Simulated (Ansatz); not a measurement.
C₂H₉AlGe, SMILES `[AlH2][CH2][CH2][GeH3]` from Hartree–Fock to CCSD(T)

Cartesian coordinates in Å:
```
Al 2.305 -0.322 1.104
C 0.789 0.355 0.057
C -0.500 -0.467 0.132
Ge -1.954 0.289 -0.949
H 3.696 0.450 1.084
H 2.147 -1.644 1.975
H 1.126 0.456 -0.985
H 0.606 1.392 0.375
H -0.335 -1.494 -0.206
H -0.859 -0.548 1.162
H -1.515 0.363 -2.424
H -2.263 1.721 -0.467
H -3.244 -0.551 -0.859
```

Total charge 0; spin multiplicity 1. Correlated methods freeze the filled d shell of Ge. Scalar relativity is left out up to krypton. Geometry: relaxed with PBE0-D4/def2-TZVP. It is one conformer, not always the lowest. Frozen core, restricted reference, Ansatz.

```csv
basis,HF (Eh),MP2 corr.,CCSD corr.,(T),CCSD(T) total
def2-SVP,?,?,-0.52316,?,?
def2-TZVPP,?,-0.56272,-0.62246,-0.02224,?
def2-QZVPP,-2398.32061,-0.59881,–,–,–
```

Problem. Fill in the withheld values. (Estimate.)

Solution. Computed: def2-SVP HF (Eh): -2397.83321; def2-SVP MP2 corr.: -0.45846; def2-SVP (T): -0.01452; def2-SVP CCSD(T) total: -2398.37089; def2-TZVPP HF (Eh): -2398.26749; def2-TZVPP CCSD(T) total: -2398.91219.
